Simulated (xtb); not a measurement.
A run for xtb: GFN1-xTB on LiSi, 2S+1 = 4, a spin state set in the input, which need not be the lowest, a point of a bond scan (R = 2.372 Å).

```
$ xtb mol.xyz --gfn 1 --sp --chrg 0 --uhf 3
2

Li     0.00000000     0.00000000     0.00000000
Si     0.00000000     0.00000000     2.37240400
```

The head of its log:

```
[...]
           -------------------------------------------------
          |                Calculation Setup                |
           -------------------------------------------------



           -------------------------------------------------
          |                 G F N 1 - x T B                 |
           -------------------------------------------------

        Reference                      10.1021/acs.jctc.7b00118
      * Hamiltonian:
        H0-scaling (s, p, d)           1.850000    2.250000    2.000000
        zeta-weighting                 0.000000
      * Dispersion:
        s8                             2.400000
        a1                             0.630000
        a2                             5.000000
        s9                             0.000000
      * Repulsion:
        kExp                           1.500000
        rExp                           1.000000
      * Coulomb:
        alpha                          2.000000
        third order                    atomic
        anisotropic                    false
      * Halogen bond correction:
        rad-scale                      1.300000
        damping                        0.440000


          ...................................................
          :                      SETUP                      :
          :.................................................:
          :  # basis functions                  14          :
          :  # atomic orbitals                  13          :
          :  # shells                            5          :
          :  # electrons                         5          :
          :  # halogen bonds                     0          :
          :  max. iterations                   250          :
          :  Hamiltonian                  GFN1-xTB          :
          :  restarted?                      false          :
          :  GBSA solvation                  false          :
          :  PC potential                    false          :
          :  electronic temp.          300.0000000     K    :
          :  accuracy                    1.0000000          :
          :  -> integral cutoff          0.2500000E+02      :
          :  -> integral neglect         0.1000000E-07      :
          :  -> SCF convergence          0.1000000E-05 Eh   :
          :  -> wf. convergence          0.2000000E-04 e    :
          :  Broyden damping             0.4000000          :
          :  net charge                          0          :
          :  unpaired electrons                  3          :
          ...................................................

 iter      E             dE          RMSdq      gap      omega  full diag
   1     -1.9689307 -0.196893E+01  0.827E+00    1.75       0.0  T
   2     -2.0086284 -0.396977E-01  0.311E+00    2.02       1.0  T
```

Q: What total energy does the run end on?

A: -2.0052 hartree.
